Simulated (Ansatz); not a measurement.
`c1c[se]c(-c2ccc(-c3ccc(-c4ccc[se]4)[se]3)[se]2)c1`. Charge 0, multiplicity 3. Geometry PBE-D4/def2-SVP, that of the neutral singlet; atoms count from 1.

```xyz
30

C     1.507   -6.743   -0.450
C     0.789   -7.293    0.592
Se   -0.168   -5.991    1.532
C     0.546   -4.703    0.332
C     0.214   -3.307    0.451
C    -0.616   -2.676    1.374
C    -0.750   -1.274    1.237
C    -0.034   -0.690    0.193
C     0.034    0.690   -0.197
C     0.749    1.275   -1.241
C     0.616    2.677   -1.378
C    -0.214    3.308   -0.452
C    -0.546    4.703   -0.332
C    -1.374    5.329    0.594
C    -1.506    6.742    0.454
C    -0.790    7.293   -0.587
Se    0.167    5.993   -1.531
Se   -0.931    2.025    0.748
Se    0.932   -2.026   -0.750
C     1.375   -5.331   -0.593
H     2.132   -7.352   -1.119
H     0.737   -8.347    0.891
H    -1.136   -3.242    2.163
H    -1.379   -0.673    1.911
H     1.378    0.674   -1.916
H     1.135    3.244   -2.166
H    -1.892    4.763    1.384
H    -2.132    7.349    1.124
H    -0.738    8.348   -0.885
H     1.894   -4.766   -1.382
```

Single mean-field runs in def2-TZVP are fitted with def2-universal-jkfit. At PBE0-D4/def2-TZVP a singlet of charge 0 lies 1.59 eV below the triplet at the same geometry.

Q: Estimate the Mulliken populations of the heavy atoms from the PBE0/def2-TZVP orbitals of Ansatz.

A: 
```csv
atom,charge (e),spin (α − β)
C1,-0.17,-0.09
C2,-0.22,0.22
Se3,0.14,0.04
C4,-0.08,-0.10
C5,0.05,0.36
C6,-0.14,-0.06
C7,-0.18,0.24
C8,0.00,0.16
C9,0.00,0.16
C10,-0.18,0.24
C11,-0.14,-0.06
C12,0.05,0.36
C13,-0.08,-0.10
C14,-0.16,0.23
C15,-0.17,-0.09
C16,-0.22,0.22
Se17,0.14,0.04
Se18,0.07,0.05
Se19,0.07,0.05
C20,-0.16,0.23
```
Mulliken values depend strongly on the basis.

Q: Where does the spin sit?

A: Summed by element: C 1.91, Se 0.17, H -0.07, of 2 unpaired in all. Largest on single atoms: C5 0.36, C12 0.36, C10 0.24.

Q: And the Mayer bond orders between heavy atoms (over 0.3)?

A: C1–C2 1.63 (1.38 Å); C1–C20 1.33 (1.43 Å); C2–Se3 1.18 (1.87 Å); Se3–C4 1.24 (1.90 Å); C4–C5 1.15 (1.44 Å); C4–C20 1.39 (1.39 Å); C5–C6 1.24 (1.39 Å); C5–Se19 1.17 (1.90 Å); C6–C7 1.50 (1.42 Å); C7–C8 1.16 (1.39 Å); C8–C9 1.33 (1.43 Å); C8–Se19 1.15 (1.90 Å); C9–C10 1.16 (1.39 Å); C9–Se18 1.15 (1.90 Å); C10–C11 1.50 (1.42 Å); C11–C12 1.24 (1.39 Å); C12–C13 1.15 (1.44 Å); C12–Se18 1.17 (1.90 Å); C13–C14 1.39 (1.39 Å); C13–Se17 1.24 (1.90 Å); C14–C15 1.33 (1.43 Å); C15–C16 1.63 (1.38 Å); C16–Se17 1.18 (1.87 Å).
